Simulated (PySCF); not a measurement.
Structure with atom numbers: `[CH3:1][O:2][C:3](=[O:4])/[CH:5]=[CH:6]/[CH:7]([F:8])[F:9]`; H(Xn) means a hydrogen on atom n.

- GFN2-xTB geometry
- GIAO PBE0/pcSseg-1 shieldings
- run in PySCF 2.14.0 with density-fitted response routines
- no solvent model, one averaged value for each set of equivalent atoms, one conformer, non-relativistic

δ = σ(ref) − σ, references computed at the same level: $^{13}$C (σref 186.93) against TMS.

Do the $^{13}$C shifts follow the atomic charges (in e)? Tabulate both.

Answers


```json
{"atoms": "C3", "hybridisation": "sp2", "δ (ppm)": "172.4", "σ para (ppm)": "-238", "Hirshfeld": "+0.20", "IAO": "+0.51", "Mulliken": "+0.54", "ESP-fitted": "+0.88"}
{"atoms": "C6", "hybridisation": "sp2", "δ (ppm)": "148.5", "σ para (ppm)": "-220", "Hirshfeld": "-0.04", "IAO": "-0.14", "Mulliken": "-0.21", "ESP-fitted": "-0.06"}
{"atoms": "C5", "hybridisation": "sp2", "δ (ppm)": "133.1", "σ para (ppm)": "-202", "Hirshfeld": "-0.05", "IAO": "-0.19", "Mulliken": "-0.18", "ESP-fitted": "-0.47"}
{"atoms": "C7", "hybridisation": "sp3", "δ (ppm)": "119.1", "σ para (ppm)": "-167", "Hirshfeld": "+0.15", "IAO": "+0.45", "Mulliken": "+0.59", "ESP-fitted": "+0.43"}
{"atoms": "C1", "hybridisation": "sp3", "δ (ppm)": "54.3", "σ para (ppm)": "-110", "Hirshfeld": "-0.03", "IAO": "-0.21", "Mulliken": "-0.03", "ESP-fitted": "-0.21"}
```

Correlation coefficients of δ with charge over these carbons: Hirshfeld +0.45, IAO +0.49, Mulliken +0.25, ESP-fitted +0.50; with the paramagnetic shielding -0.99. With so few points, grouped by hybridisation, these coefficients are fragile. Charge is one influence among several: hybridisation and low-lying excitations act through the paramagnetic term.

Shifts are as computed. Against solution values, carbons near 30 ppm lie about +3 ppm off and those near 130 ppm about +5 ppm. Of 1211 compounds with measured shifts, 218 miss one by over three times the rms of a fit or turn the order of signals round; such compounds aren't used in these exercises.
